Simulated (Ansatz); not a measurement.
`[OH][Ti]([OH])([OH])[I]` + H₂O → `[OH][Ti]([OH])([OH])[OH]` + HI  (formal hydrolysis of a Ti–I bond)

Gas-phase electronic energies from Ansatz, PBE0-D4/def2-TZVP geometries. CBS: MP2 limit from def2 TZ/QZ plus the TZ coupled-cluster correction, frozen cores. This one scheme is used for every species. DFT in def2-TZVPP. def2 core potentials past Kr. For I, Ti outer-core shells are correlated without core-valence functions, which leaves a few kJ/mol of doubt a bond. Scalar relativity is left out up to krypton. One conformer a species, not always the lowest.

```tsv
species	BHLYP-D4 energy (Eh)
`[OH][Ti]([OH])([OH])[I]`	-1374.79553
H₂O	-76.42330
`[OH][Ti]([OH])([OH])[OH]`	-1152.94871
HI	-298.25812
```

Q: Work out ΔE.

A: ΔE = (-1152.94871) + (-298.25812) − (-1374.79553) − (-76.42330) = 0.01200 Eh = +7.5 kcal/mol. CCSD(T)/CBS gives +8.9 kcal/mol.

Largest T1 diagnostic among the species: 0.024, so the coupled-cluster value is less sure than usual.

The D4 term adds +1.4 kcal/mol with B3LYP and +0.8 kcal/mol with PBE0; it sums over pairs of atoms, weighted by their polarisabilities, and B3LYP, whose exchange is more repulsive, gets the larger term. From PBE to PBE0 (25 % exact exchange), in def2-TZVPP and without D4, ΔE moves by +0.9 kcal/mol. At CCSD(T), def2-SVP lies −2.9 kcal/mol from the extrapolated value and def2-TZVPP −1.5 kcal/mol.

B3LYP here is the variant with VWN-RPA as its local correlation; programs differ in this.
